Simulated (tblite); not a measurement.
Species: CH8GeOSi.
Numbering: `[CH3:1][O:2][GeH2:3][SiH3:4]` (hydrogens: H5, H6, H7 on C1; H8, H9 on Ge3; H10, H11, H12 on Si4)

Computed with GFN2-xTB (tblite), gas phase: L-BFGS steps from a force-field or distance-geometry start until the largest atomic force falls under 0.01 eV/Å.

Step 0: E = -379.3524 eV
```
atom  x, y, z in Å  |  force x, y, z in eV/Å
C1      2.1202    0.4685    0.0763    0.889   0.169   0.045
O2      0.9926    0.3212   -0.7286   -0.278  -0.092   0.178
Ge3    -0.1839   -0.8534   -0.1043   -1.640  -0.095  -0.309
Si4    -2.2245    0.3020   -0.1105    0.027  -0.008   0.005
H5      2.9066    0.9596   -0.5260   -0.195  -0.238   0.259
H6      2.4388   -0.5321    0.3895    0.510   0.315   0.178
H7      1.9356    1.0884    0.9720   -0.020  -0.195  -0.284
H8     -0.2407   -2.0420   -1.0971    0.444   0.024   0.340
H9      0.1417   -1.3570    1.3330    0.411  -0.021  -0.476
H10    -3.2875   -0.5245   -0.7314    0.182   0.276   0.201
H11    -2.0791    1.5880   -0.8068   -0.139  -0.135   0.045
H12    -2.5186    0.5808    1.3080   -0.191   0.000  -0.182
```

Step 1: E = -379.4155 eV
```
atom  x, y, z in Å  |  force x, y, z in eV/Å
C1      2.1329    0.4709    0.0769    0.201  -0.072   0.046
O2      0.9886    0.3199   -0.7260   -0.103  -0.119   0.332
Ge3    -0.2073   -0.8548   -0.1087   -1.100  -0.077  -0.221
Si4    -2.2241    0.3019   -0.1104   -0.120   0.103   0.019
H5      2.9039    0.9562   -0.5223    0.069  -0.059   0.026
H6      2.4461   -0.5276    0.3921    0.507   0.235   0.167
H7      1.9353    1.0856    0.9679    0.014  -0.116  -0.192
H8     -0.2343   -2.0417   -1.0923    0.392  -0.017   0.287
H9      0.1475   -1.3573    1.3262    0.335  -0.005  -0.506
H10    -3.2849   -0.5206   -0.7286    0.119   0.228   0.163
H11    -2.0810    1.5861   -0.8062   -0.125  -0.105   0.028
H12    -2.5214    0.5808    1.3054   -0.187   0.004  -0.149
```

Question: Estimate the geometry and energy of step 2. (The exact step hangs on the optimiser's Hessian estimate; all steps are aligned on step 1, rigid shifts and turns removed.)

Answer: E = -379.4982 eV, largest force 0.561 eV/Å
```
atom  x, y, z in Å  |  force x, y, z in eV/Å
C1      2.1490    0.4696    0.0792   -0.510  -0.229  -0.031
O2      0.9819    0.3143   -0.7112   -0.063  -0.207   0.385
Ge3    -0.2662   -0.8587   -0.1204    0.201  -0.103   0.007
Si4    -2.2286    0.3060   -0.1096   -0.436   0.348   0.055
H5      2.9048    0.9516   -0.5189    0.269   0.119  -0.234
H6      2.4710   -0.5154    0.4004    0.462  -0.031   0.167
H7      1.9357    1.0792    0.9577    0.051   0.065   0.059
H8     -0.2146   -2.0421   -1.0777    0.264  -0.124   0.137
H9      0.1646   -1.3577    1.3016    0.137   0.019  -0.529
H10    -3.2785   -0.5090   -0.7202   -0.095   0.079   0.043
H11    -2.0873    1.5806   -0.8047   -0.088   0.033  -0.046
H12    -2.5306    0.5810    1.2978   -0.192   0.030  -0.014
```

The energy changes by -0.0827 eV. The first-order estimate −F·Δx gives -0.1375 eV and the mean of the old and new forces, exact on a quadratic surface, -0.0823 eV. The step makes an angle of 6° with the force vector and moves no atom by more than 0.060 Å.

The cost below is that of the whole relaxation. The run took 0.4 s of wall time on one thread, Arm Neoverse V1 (aarch64), on a shared host.
